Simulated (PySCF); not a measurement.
C4H10O, charge +1, doublet, at a GFN2-xTB geometry (a state made from the parent by changing its charge; the spin is typed, not shown lowest); PySCF with M062X/STO-3G.

The PySCF input:
```python
from pyscf import gto, scf, dft

mol = gto.Mole()
mol.atom = '''
    C    -0.13363712   -1.41754127   -0.60526371
    C    -0.06511180   -0.06443955    0.04586154
    C    -0.37259502    1.10974039   -0.96077782
    C     1.40168588    0.33293502    0.46677163
    O    -0.86078172    0.11297310    1.13132801
    H     0.52990098   -1.47886882   -1.46333734
    H     0.14109790   -2.20764778    0.09730148
    H    -1.14863080   -1.64298624   -0.94038737
    H    -0.32347489    2.07647378   -0.46697599
    H     0.31594196    1.08007608   -1.79774213
    H    -1.39924527    0.94557658   -1.29209326
    H     2.05964109    0.31665984   -0.39479814
    H     1.70328719   -0.41275618    1.20413973
    H     1.42560446    1.31070200    0.94029682
    H    -1.39992054   -0.65518153    1.38342231
'''
mol.basis = 'sto-3g'
mol.charge = 1
mol.spin = 1
mol.verbose = 4
mol.build()

mf = dft.UKS(mol)
mf.xc = 'm062x'
mf.init_guess = 'sap'
mf.kernel()
```

The log (banner, timings and long lists left out):

```
PySCF version 2.14.0

[INPUT] verbose = 4
[INPUT] num. atoms = 15
[INPUT] num. electrons = 41
[INPUT] charge = 1
[INPUT] spin (= nelec alpha-beta = 2S) = 1
[INPUT] symmetry False subgroup None
[INPUT] Mole.unit = angstrom
[INPUT] Symbol           X                Y                Z      unit          X                Y                Z       unit  Magmom
[INPUT]  1 C     -0.133637120000  -1.417541270000  -0.605263710000 AA   -0.252537556876  -2.678764770568  -1.143782645038 Bohr   0.0
[INPUT]  2 C     -0.065111800000  -0.064439550000   0.045861540000 AA   -0.123043469477  -0.121773101090   0.086665750251 Bohr   0.0
[INPUT]  3 C     -0.372595020000   1.109740390000  -0.960777820000 AA   -0.704102543177   2.097105406468  -1.815606946357 Bohr   0.0
[INPUT]  4 C      1.401685880000   0.332935020000   0.466771630000 AA    2.648802425870   0.629156005077   0.882070543417 Bohr   0.0
[INPUT]  5 O     -0.860781720000   0.112973100000   1.131328010000 AA   -1.626641703832   0.213488218443   2.137900095949 Bohr   0.0
[INPUT]  6 H      0.529900980000  -1.478868820000  -1.463337340000 AA    1.001367725339  -2.794657043959  -2.765306800450 Bohr   0.0
[INPUT]  7 H      0.141097900000  -2.207647780000   0.097301480000 AA    0.266636387751  -4.171849683704   0.183873148715 Bohr   0.0
[INPUT]  8 H     -1.148630800000  -1.642986240000  -0.940387370000 AA   -2.170597630240  -3.104794020029  -1.777074580300 Bohr   0.0
[INPUT]  9 H     -0.323474890000   2.076473780000  -0.466975990000 AA   -0.611278950274   3.923966749040  -0.882456727848 Bohr   0.0
[INPUT] 10 H      0.315941960000   1.080076080000  -1.797742130000 AA    0.597043775658   2.041047984894  -3.397240268292 Bohr   0.0
[INPUT] 11 H     -1.399245270000   0.945576580000  -1.292093260000 AA   -2.644190341393   1.786880766003  -2.441702388796 Bohr   0.0
[INPUT] 12 H      2.059641090000   0.316659840000  -0.394798140000 AA    3.892157575001   0.598400372249  -0.746060359088 Bohr   0.0
[INPUT] 13 H      1.703287190000  -0.412756180000   1.204139730000 AA    3.218746300580  -0.779996136422   2.275494305408 Bohr   0.0
[INPUT] 14 H      1.425604460000   1.310702000000   0.940296820000 AA    2.694001991358   2.476867810920   1.776903465599 Bohr   0.0
[INPUT] 15 H     -1.399920540000  -0.655181530000   1.383422310000 AA   -2.645466416753  -1.238113653574   2.614289280513 Bohr   0.0

nuclear repulsion = 200.278209972211
number of shells = 25
number of NR pGTOs = 105
number of NR cGTOs = 35
basis = sto-3g
ecp = {}

******** <class 'pyscf.dft.uks.UKS'> ********
method = UKS
initial guess = sap
damping factor = 0
level_shift factor = 0
DIIS = <class 'pyscf.scf.diis.CDIIS'>
diis_start_cycle = 1
diis_space = 8
diis_damp = 0
SCF conv_tol = 1e-09
SCF conv_tol_grad = None
SCF max_cycles = 50
direct_scf = True
direct_scf_tol = 1e-13
number electrons alpha = 21  beta = 20
XC library pyscf.dft.libxc version 7.1.2
    S. Lehtola, C. Steigemann, M. J. T. Oliveira, and M. A. L. Marques,  SoftwareX 7, 1–5 (2018)
XC functionals = m062x
    Y. Zhao and D. G. Truhlar,  Theor. Chem. Acc. 120, 215 (2008)
    Y. Zhao and D. G. Truhlar,  Theor. Chem. Acc. 120, 215 (2008)
radial grids:
    Treutler-Ahlrichs [JCP 102, 346 (1995); DOI:10.1063/1.469408] (M4) radial grids

becke partition: Becke, JCP 88, 2547 (1988); DOI:10.1063/1.454033
pruning grids: <function nwchem_prune>
grids dens level: 3
symmetrized grids: False
atomic radii adjust function: <function treutler_atomic_radii_adjust>
small_rho_cutoff = 0
Set gradient conv threshold to 3.16228e-05
Initial guess from superposition of atomic potentials (doi:10.1021/acs.jctc.8b01089)
This is the Gaussian fit version as described in doi:10.1063/5.0004046.
Found SAP basis sapgrasplarge

WARN: SAP basis coefficients must be equal or closeto total electronic charge: -42.0 !≃ 41
Check fails with value 1.0

tot grids = 168640
init E= -227.739022309425

cycle= 1 E= -226.16572066418  delta_E= 1.57  |g|= 1.67  |ddm|= 5.03
cycle= 2 E= -213.643117039344  delta_E= 12.5  |g|= 3.29  |ddm|= 8.29
cycle= 3 E= -230.267267342828  delta_E= -16.6  |g|= 0.433  |ddm|= 6.94
cycle= 4 E= -230.415052768783  delta_E= -0.148  |g|= 0.103  |ddm|= 0.73
cycle= 5 E= -230.424367251481  delta_E= -0.00931  |g|= 0.0431  |ddm|= 0.174
cycle= 6 E= -230.425464512863  delta_E= -0.0011  |g|= 0.0501  |ddm|= 0.108
cycle= 7 E= -230.426190903323  delta_E= -0.000726  |g|= 0.0387  |ddm|= 0.0368
cycle= 8 E= -230.427105087596  delta_E= -0.000914  |g|= 0.00655  |ddm|= 0.0513
cycle= 9 E= -230.427135368679  delta_E= -3.03e-05  |g|= 0.000973  |ddm|= 0.00943
cycle= 10 E= -230.427136676011  delta_E= -1.31e-06  |g|= 0.000351  |ddm|= 0.00279
cycle= 11 E= -230.427136793158  delta_E= -1.17e-07  |g|= 8.75e-05  |ddm|= 0.000684
cycle= 12 E= -230.427136802639  delta_E= -9.48e-09  |g|= 2.27e-05  |ddm|= 0.000219
cycle= 13 E= -230.427136803448  delta_E= -8.1e-10  |g|= 3.77e-06  |ddm|= 7.17e-05
Extra cycle  E= -230.427136803469  delta_E= -2.11e-11  |g|= 1.73e-06  |ddm|= 8.44e-06
converged SCF energy = -230.427136803469  <S^2> = 0.75287824  2S+1 = 2.0028762
```
